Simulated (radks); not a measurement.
Question: All-electron atom: Pb6+ in [Xe] 4f14 5d7 5f1 (not the ground configuration). Calculated with a radial shooting solver on a logarithmic mesh with Libxc functionals: Dirac Kohn-Sham, XLYP, spin-unpolarised, spherical densities, point nucleus; open shells fill j = l - 1/2 first.

Spin-orbit splittings of the eigenvalues, e(l+1/2) - e(l-1/2), with zeta = 2 splitting/(2l+1) and mean radii in bohr:

shell  occ.  splitting (eV)  zeta (eV)  <r> j=l-1/2  <r> j=l+1/2
2p        6            2191       1461      0.05487      0.06379
3p        6           488.9      325.9       0.1644       0.1807
3d       10           104.0      41.61       0.1569       0.1619
4p        6           119.8      79.84       0.3852       0.4197
4d       10               ?          ?       0.4243       0.4354
4f       14           5.053      1.444       0.4495       0.4557
5p        6           23.42      15.61       0.8977       0.9801
5d        7           3.161      1.265        1.164        1.195
5f        1          0.2406    0.06874        1.985        2.003
6p        0           4.716      3.144        2.033        2.183

Estimate the 4d splitting.

Answer: 22.36 eV (zeta = 8.942 eV).
